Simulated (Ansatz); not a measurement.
Gas-phase electronic energies from Ansatz, PBE0-D4/def2-TZVP geometries. CBS: MP2 limit from def2 TZ/QZ plus the TZ coupled-cluster correction, frozen cores. This one scheme is used for every species. For Ge outer-core shells are correlated without core-valence functions, which leaves a few kJ/mol of doubt a bond. Scalar relativity is left out up to krypton. One conformer a species, not always the lowest.

Reaction (cleavage of the Ge–Si bond): `N[SiH2][GeH2][NH2]` + `N[SiH2]N` → `N[SiH2][NH][GeH2][NH2]` + `N[SiH3]`

| species | MP2/CBS(def2) energy (Eh) |
| --- | --- |
| `N[SiH2][GeH2][NH2]` | -2479.37090 |
| `N[SiH2]N` | -402.10168 |
| `N[SiH2][NH][GeH2][NH2]` | -2534.72104 |
| `N[SiH3]` | -346.76101 |

Q: Work out ΔE.

A: ΔE = (-2534.72104) + (-346.76101) − (-2479.37090) − (-402.10168) = -0.00947 Eh = -24.9 kJ/mol. CCSD(T)/CBS gives -20.3 kJ/mol.

Largest T1 diagnostic among the species: 0.011.

From PBE to PBE0 (25 % exact exchange), in def2-TZVPP and without D4, ΔE moves by −5.9 kJ/mol. In def2-TZVPP, CCSD(T) changes the Hartree–Fock value by +9.4 kJ/mol (the triples alone add +0.3 kJ/mol) and MP2 by +4.8 kJ/mol.
